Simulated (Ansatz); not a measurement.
Reaction (redistribution): `S[SiH](S)Cl` + `[CH3][In]([NH2])[Cl]` → `N[SiH](S)Cl` + `[CH3][In]([SH])[Cl]`

Calculated with Ansatz (gas phase, PBE0-D4/def2-TZVP geometries, no zero-point term in ΔE). CBS: MP2 limit from def2 TZ/QZ plus the TZ coupled-cluster correction, frozen cores. DFT in def2-TZVPP. HSE06 is defined as in plane-wave codes. def2 core potentials past Kr. For In outer-core shells are correlated without core-valence functions, which leaves a few kJ/mol of doubt a bond. One conformer a species, not always the lowest.

Question: Is it downhill or uphill in electronic energy at CCSD(T)/CBS, and by how much? (Best estimate.)

Answer: Ansatz gave: Downhill: ΔE = -0.91 eV.

Question: What do these levels give: revPBE-D4, r2SCAN0-D4, HSE06-D4, PBE, revPBE, BLYP, r2SCAN0, HSE06, CAM-B3LYP, LC-ωPBE, MP2/def2-SVP, HF/CBS(def2)? (An estimate is asked.)

Answer: The calculation gave: revPBE-D4 -0.86, r2SCAN0-D4 -1.00, HSE06-D4 -0.94, PBE -0.89, revPBE -0.88, BLYP -0.93, r2SCAN0 -1.00, HSE06 -0.95, CAM-B3LYP -0.99, LC-ωPBE -0.92, MP2/def2-SVP -0.98, HF/CBS(def2) -1.12 eV.

Largest T1 diagnostic among the species: 0.013.

In def2-TZVPP, CCSD(T) changes the Hartree–Fock value by +0.19 eV (the triples alone add +0.03 eV) and MP2 by +0.20 eV. From PBE to PBE0 (25 % exact exchange), in def2-TZVPP and without D4, ΔE moves by −0.06 eV. Leaving LDA and LC-ωPBE aside and taking each functional with its dispersion term where it has one, the values, not all of them listed here, spread over 0.17 eV, from BHLYP-D4 to revPBE-D4. LDA lies −0.04 eV from PBE without D4.
